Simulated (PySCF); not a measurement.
ClFGeH₂O₂, SMILES [OH][Ge]([OH])([F])[Cl]. Atoms are numbered in the order given.

```xyz
7

O     -0.4353     1.7782     0.4027
Ge    -0.2003     0.0558     0.1492
O     -1.6852    -0.6244    -0.4738
F      0.2080    -0.6437     1.6823
Cl     1.3936    -0.4255    -1.1850
H      0.2756     2.1915     0.9131
H     -2.4658    -0.1790    -0.1128
```

Geometry: B3LYP-D3(BJ)/def2-SVP. The structure was generated by enumeration, and PubChem lists no compound with its InChIKey, so it may never have been made. Other conformers were not sampled.

These are PBE/def2-TZVP (PySCF) values and carry that method's errors.

Atomic charges (e):

```tsv
atom	Mulliken	Löwdin
O1	___	-0.19
Ge2	0.86	-0.05
O3	___	-0.18
F4	___	-0.11
Cl5	___	0.17
H6	0.32	0.18
H7	0.32	0.18
```

Task: Complete the blanks. (The exact figures need the calculation; the answer reports its results.)

Result: 
- O1, Mulliken: -0.48
- O3, Mulliken: -0.47
- F4, Mulliken: -0.31
- Cl5, Mulliken: -0.24
